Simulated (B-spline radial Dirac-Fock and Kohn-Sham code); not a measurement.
Elastic and transport cross sections of holmium for electrons

Model: relativistic (Dirac) partial waves in the static field of the Dirac-Fock atom with Furness-McCarthy exchange, without polarisation or absorption potentials. Program: a B-spline atomic structure program. σ_tr1 and σ_tr2 weight the cross section with 1 − P₁ and 1 − P₂ of cos θ; "backward" is the share scattered beyond 90°.

```
energy (eV)  σ (a₀²)  σ_tr1 (a₀²)  σ_tr2 (a₀²)  σ/σ_tr1  backward (%)
        486     15.5         3.99         4.19     3.88            11
        500        ?            ?            ?        ?             ?
        620     13.7         3.51         3.28     3.92            11
        788     12.2         2.95         2.55     4.14            11
        834     11.9         2.82         2.41     4.21            11
        902     11.4         2.64         2.23     4.33            11
       1000     10.9         2.41         2.03     4.51            10
       1130     10.2         2.14         1.82     4.76           9.6
       1270     9.60         1.90         1.65     5.05           8.9
       1500     8.81         1.59         1.44     5.53           7.9
       2000     7.57         1.15         1.15     6.59           6.1
       2120     7.34         1.07         1.09     6.85           5.8
       2170     7.25         1.04         1.07     6.96           5.7
       2730     6.41        0.785        0.883     8.17           4.6
       2790     6.34        0.763        0.866     8.30           4.5
       3000     6.09        0.696        0.812     8.76           4.2
       3370     5.72        0.599        0.729     9.56           3.8
       3910     5.28        0.492        0.632     10.7           3.3
```

Q: Fill in the row for 500 eV.

A: σ = 15.3 a₀², σ_tr1 = 3.94 a₀², σ_tr2 = 4.08 a₀², σ/σ_tr1 = 3.87, backward 11 %. The ratio σ/σ_tr1 is roughly the number of elastic collisions that randomise the direction.

Values without a named source are computed, but for edge energies of neutral atoms, which are taken from tables.
